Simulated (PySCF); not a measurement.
Level of theory: M06-2X/def2-TZVP // B3LYP-D3(BJ)/def2-SVP (PySCF). Gas-phase values, no solvent. One relaxed conformer stands for a flexible species; it need not be the lowest. Excitations are Tamm–Dancoff values on a coarser integration grid. The basis has no diffuse functions, so Rydberg states are missing or too high.

Reference species (SMILES): `C[C@H]([C@@H](C)[SiH3])C(F)(F)F` (C–C–C–Si torsion 71°) (neutral, multiplicity 1).

| Quantity | Value |
|---|---|
| T1 excitation (TDA) | 7.64 eV |
| HOMO–LUMO gap | 10.93 eV |
| brightest of the four lowest singlets (TDA) | 8.92 eV |
| S1 oscillator strength | 0.033 |

After one change: the T1 excitation (TDA) rises by 0.11 eV; the HOMO–LUMO gap rises by 0.13 eV; the brightest of the four lowest singlets (TDA) decreases by 0.60 eV; the S1 oscillator strength rises by 0.103.

Problem. What was changed between the two runs? The new species is one of these.
A) `CC[C@@](C)([SiH3])C(F)(F)F` (C–C–C–Si torsion 56°)
B) `C[C@@H](CC[SiH3])C(F)(F)F` (C–C–C–C torsion -64°, C–C–C–Si torsion -177°)
C) `C[C@@H]([SiH3])CCC(F)(F)F` (Si–C–C–C torsion -63°, C–C–C–C torsion -176°)
D) `CC[C@@H](C[SiH3])C(F)(F)F` (C–C–C–C torsion 173°, C–C–C–Si torsion -63°)

Solution. B, `C[C@@H](CC[SiH3])C(F)(F)F` (C–C–C–C torsion -64°, C–C–C–Si torsion -177°)
